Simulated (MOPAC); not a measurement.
Input file for MOPAC: PM7 on C2H6Sn (SMILES [CH3][Sn][CH3]), a point of a bond scan (R = 1.312 Å).

```
PM7 1SCF PRECISE CHARGE=0 THREADS=1
C2H6Sn

Sn     0.11049966 1    -0.05642200 1     0.41150884 1
C      0.48886593 1     1.54481729 1    -1.06852756 1
H     -0.65913022 1     2.01634750 1    -1.49557587 1
H      1.00714018 1     1.11945612 1    -1.93265368 1
H      1.08249157 1     2.36337787 1    -0.66374796 1
C     -1.05454507 1    -1.25597708 1    -1.03810297 1
H     -0.42606318 1    -1.48134684 1    -1.90440157 1
H     -1.90100089 1    -0.66304383 1    -1.39614904 1
H     -1.42567856 1    -2.18814390 1    -0.61430550 1
```

Program output:

```
*******************************************************************************
 **                                                                           **
 **                              MOPAC v23.2.5                                **
 **                                                                           **
 *******************************************************************************
 ** MOPAC's Digital Object Identifier: https://doi.org/10.5281/zenodo.6511958 **
 **                                                                           **
 ** Please cite the open-source release paper for use of this MOPAC version:  **
 ** J. E. Moussa and J. J. P. Stewart (2026)                                  **
 ** MOPAC: An open-source semiempirical molecular orbital program             **
 ** J. Open Source Softw., 11(119), 8025, https://doi.org/10.21105/joss.08025 **
 *******************************************************************************

                              PM7 CALCULATION RESULTS

 *******************************************************************************
 *  PM7        - The PM7 Hamiltonian to be used
 *
 *
 *
 *                 CHARGE ON SYSTEM = 0
 *
 *
 *
 *  PRECISE    - TIGHTER CRITERIA TO BE USED
 *  1SCF       - DO 1 SCF AND THEN STOP
 *  THREADS=1  - MULTI-THREADING NOT USED
 *  T=         - A TIME OF 172800.0 SECONDS REQUESTED
 *  DUMP=N     - RESTART FILE WRITTEN EVERY 7200.0 SECONDS REQUESTED
 *******************************************************************************
PM7 1SCF PRECISE CHARGE=0 THREADS=1
 C2H6Sn

   ATOM   CHEMICAL          X               Y               Z
  NUMBER   SYMBOL      (ANGSTROMS)     (ANGSTROMS)     (ANGSTROMS)

     1      Sn          0.11049966  *  -0.05642200  *   0.41150884  *
     2       C          0.48886593  *   1.54481729  *  -1.06852756  *
     3       H         -0.65913022  *   2.01634750  *  -1.49557587  *
     4       H          1.00714018  *   1.11945612  *  -1.93265368  *
     5       H          1.08249157  *   2.36337787  *  -0.66374796  *
     6       C         -1.05454507  *  -1.25597708  *  -1.03810297  *
     7       H         -0.42606318  *  -1.48134684  *  -1.90440157  *
     8       H         -1.90100089  *  -0.66304383  *  -1.39614904  *
     9       H         -1.42567856  *  -2.18814390  *  -0.61430550  *



          CARTESIAN COORDINATES

    NO.       ATOM           X           Y           Z

     1        Sn          0.1105     -0.0564      0.4115
     2         C          0.4889      1.5448     -1.0685
     3         H         -0.6591      2.0163     -1.4956
     4         H          1.0071      1.1195     -1.9327
     5         H          1.0825      2.3634     -0.6637
     6         C         -1.0545     -1.2560     -1.0381
     7         H         -0.4261     -1.4813     -1.9044
     8         H         -1.9010     -0.6630     -1.3961
     9         H         -1.4257     -2.1881     -0.6143

 General Reference for PM7:
 "Optimization of Parameters for Semiempirical Methods VI: More Modifications to the
 NDDO Approximations and Re-optimization of Parameters", J. J. P. Stewart, J. Mol. Mod., 1:32, 19 (2013)
 https://link.springer.com/article/10.1007/s00894-012-1667-x

           Empirical Formula: C2 H6 Sn  =     9 atoms



      MOLECULAR POINT GROUP   :   C2v


      RHF CALCULATION, NO. OF DOUBLY OCCUPIED LEVELS = 9


 -------------------------------------------------------------------------------
 PM7 1SCF PRECISE CHARGE=0 THREADS=1
 C2H6Sn



     1SCF WAS SPECIFIED, SO BFGS WAS NOT USED
     SCF FIELD WAS ACHIEVED


                              PM7 CALCULATION
                                                       MOPAC v23.2.5 Linux




          FINAL HEAT OF FORMATION =         43.62818 KCAL/MOL =     182.54029 KJ/MOL


          COSMO AREA              =        121.12 SQUARE ANGSTROMS
          COSMO VOLUME            =        112.96 CUBIC ANGSTROMS

          IONIZATION POTENTIAL    =          9.096929 EV
          HOMO LUMO ENERGIES (EV) =         -9.097  2.251
          NO. OF FILLED LEVELS    =          9
          MOLECULAR WEIGHT        =        148.7594         POINT GROUP:  C2v

          MOLECULAR DIMENSIONS (Angstroms)

            Atom       Atom       Distance
            H     9    H     5     5.19709
           Sn     1    H     3     2.52749
            H     7   Sn     1     1.70684


          SCF CALCULATIONS        =          1





   ATOM   CHEMICAL          X               Y               Z
  NUMBER   SYMBOL      (ANGSTROMS)     (ANGSTROMS)     (ANGSTROMS)

     1      Sn          0.11049966  *  -0.05642200  *   0.41150884  *
     2       C          0.48886593  *   1.54481729  *  -1.06852756  *
     3       H         -0.65913022  *   2.01634750  *  -1.49557587  *
     4       H          1.00714018  *   1.11945612  *  -1.93265368  *
     5       H          1.08249157  *   2.36337787  *  -0.66374796  *
     6       C         -1.05454507  *  -1.25597708  *  -1.03810297  *
     7       H         -0.42606318  *  -1.48134684  *  -1.90440157  *
     8       H         -1.90100089  *  -0.66304383  *  -1.39614904  *
     9       H         -1.42567856  *  -2.18814390  *  -0.61430550  *

                             CARTESIAN COORDINATES

   1   Sn        0.110499660    -0.056422000     0.411508840
   2    C        0.488865930     1.544817290    -1.068527560
   3    H       -0.659130220     2.016347500    -1.495575870
   4    H        1.007140180     1.119456120    -1.932653680
   5    H        1.082491570     2.363377870    -0.663747960
   6    C       -1.054545070    -1.255977080    -1.038102970
   7    H       -0.426063180    -1.481346840    -1.904401570
   8    H       -1.901000890    -0.663043830    -1.396149040
   9    H       -1.425678560    -2.188143900    -0.614305500


           Empirical Formula: C2 H6 Sn  =     9 atoms



      MOLECULAR POINT GROUP   :   C2v


                  EIGENVALUES
 -23.22283 -21.99621 -13.48206 -13.28756 -13.01623 -12.37786 -11.47047 -10.16404
  -9.09693   2.25096   3.57570   3.63684   4.99305   6.32113   6.48545   6.51479
   7.59933   7.91255


              NET ATOMIC CHARGES AND DIPOLE CONTRIBUTIONS

  ATOM NO.   TYPE          CHARGE      No. of ELECS.   s-Pop       p-Pop
    1         Sn           0.740456        3.2595     1.76110     1.49844
    2          C          -0.806725        4.8067     1.09170     3.71503
    3          H           0.156110        0.8439     0.84389
    4          H           0.142529        0.8575     0.85747
    5          H           0.146554        0.8534     0.85345
    6          C          -0.832529        4.8325     1.06550     3.76703
    7          H           0.150336        0.8497     0.84966
    8          H           0.149364        0.8506     0.85064
    9          H           0.153903        0.8461     0.84610
 DIPOLE           X         Y         Z       TOTAL
 POINT-CHG.     0.947    -0.385     4.012     4.141
 HYBRID        -1.220     0.613    -4.672     4.868
 SUM           -0.273     0.228    -0.660     0.749


          ATOMIC ORBITAL ELECTRON POPULATIONS

     Atom    s        px        py        pz
    1 Sn   1.76110   0.22325   0.46750   0.80769
    2  C   1.09170   1.16462   1.27435   1.27605
    3  H   0.84389
    4  H   0.85747
    5  H   0.85345
    6  C   1.06550   1.23957   1.23992   1.28753
    7  H   0.84966
    8  H   0.85064
    9  H   0.84610

 **********************
 *                    *
 * JOB ENDED NORMALLY *
 *                    *
 **********************




 == MOPAC DONE ==
```

The run finished.

Cost: about 0.05 core-seconds (a rough figure).
